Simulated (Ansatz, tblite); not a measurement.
Removing and adding an electron: cis-OsH2(PH3)4 (P₄OsH₁₄). Charge 0, multiplicity 1. Geometry: PBE-D4/def2-SVP. Ansatz, gas phase; energy differences of separate SCF runs; the oxidised species was run as a doublet alone; the reduced species was run as a doublet alone.

```xyz
19

Os   -0.0347    0.2498    0.4056
H     0.7851    1.4808    1.1984
P    -1.3729   -1.4644   -0.4580
H    -1.5664   -2.6888    0.2790
H    -1.1208   -2.1239   -1.7206
H    -2.7745   -1.2441   -0.7168
H    -1.0383    0.3320    1.7480
P     1.5279    0.3638   -1.3323
H     2.9303    0.1460   -1.0760
H     1.7180    1.5875   -2.0716
H     1.4889   -0.4800   -2.5066
P     1.2353   -1.1172    1.7610
H     2.6241   -1.3827    1.4811
H     0.8679   -2.4884    2.0108
H     1.4139   -0.7440    3.1320
P    -1.3561    1.9757   -0.3645
H    -0.9233    2.8446   -1.4301
H    -1.7270    3.0127    0.5508
H    -2.6775    1.7405   -0.8902
```

In the def2 sets Os takes a core potential; there is no spin–orbit coupling. The xTB rows come from tblite. HOMO above LUMO, or a gap near zero within one spin, warns that the state may not be the lowest or that an electron is smeared out.

| level | −HOMO (eV) | vertical IE (eV) | −LUMO (eV) | vertical EA (eV) | HOMO–LUMO gap (eV) | IE − EA (eV) | remarks |
| --- | --- | --- | --- | --- | --- | --- | --- |
| PBE-D4/def2-TZVP | 4.91 | 7.47 | 0.66 | – | 4.24 | – | – |
| PBE-D4/def2-TZVPD | 4.94 | – | 0.99 | -0.41 | 3.95 | – | HOMO above zero (-1 doublet), gap within one spin near zero (-1 doublet) |
| PBE0-D4/def2-TZVP | 5.97 | 7.34 | -0.19 | – | 6.16 | – | – |
| PBE0-D4/def2-TZVPD | 5.98 | – | 0.26 | -0.70 | 5.72 | – | HOMO above zero (-1 doublet) |

(1) Estimate the rows for GFN1-xTB, GFN2-xTB, r2SCAN-D4/def2-TZVP, r2SCAN-D4/def2-TZVPD.

Answers

(1) 
| level | −HOMO (eV) | vertical IE (eV) | −LUMO (eV) | vertical EA (eV) | HOMO–LUMO gap (eV) | IE − EA (eV) | remarks |
| --- | --- | --- | --- | --- | --- | --- | --- |
| GFN1-xTB | 9.54 | 12.19 | 5.53 | 3.10 | 4.00 | 9.09 | – |
| GFN2-xTB | 8.83 | 11.32 | 6.03 | 4.20 | 2.80 | 7.12 | – |
| r2SCAN-D4/def2-TZVP | 5.09 | 7.35 | 0.26 | – | 4.83 | – | – |
| r2SCAN-D4/def2-TZVPD | 5.09 | – | 0.46 | -0.71 | 4.64 | – | HOMO above zero (-1 doublet) |

   A HOMO above zero means that the electron is unbound at that level or that self-interaction error raises the level; the energy of removing that electron tells which. Raw xTB energy differences between charge states are shifted by several eV; the methods need an empirical correction for them. A negative affinity means that the extra electron isn't bound; its size then hangs on the basis.
